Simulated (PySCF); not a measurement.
Isomers of C6H12AsP, from PySCF, PBE0-D3(BJ)/def2-SVP geometry optimisation, gas phase. One conformer each, no zero-point energy, no frequencies.

Question: Which isomer lies lower at this level?
A. `[CH:1]#[C:2][CH2:3][P:4]([CH3:5])[As:6]([CH3:7])[CH3:8]` with C2–C3–P4–C5 68°, C3–P4–As6–C7 180°: A = 2479, B = 653.5, C = 575.3 MHz, dipole 0.92 D
B. `[CH3:1][As:2]([CH3:3])[P:4]1[CH:5]=[CH:6][CH2:7][CH2:8]1` with C1–As2–P4–C5 -73°, As2–P4–C5–C6 -89°, C5–C6–C7–C8 -19°, C6–C7–C8–P4 25°, As2–P4–C8–C7 77°: A = 2218, B = 863.5, C = 786.6 MHz, dipole 0.65 D

Answer: B. That is `C1P(CCC=1)[As](C)C`, 38.9 kcal/mol below the other.

```tsv
SMILES	mapped SMILES	E (Eh)	relative (kcal/mol)	relative (kJ/mol)	dipole (D)
C[As](C)P1C=CCC1	[CH3:1][As:2]([CH3:3])[P:4]1[CH:5]=[CH:6][CH2:7][CH2:8]1	-2811.87000	0.0	0.0	0.65
C#CCP(C)[As](C)C	[CH:1]#[C:2][CH2:3][P:4]([CH3:5])[As:6]([CH3:7])[CH3:8]	-2811.80795	38.9	162.9	0.92
```

As drawn, the lower has a C=C bond outside aromatic rings, which the higher lacks; the higher has a C≡C bond, which the lower lacks.
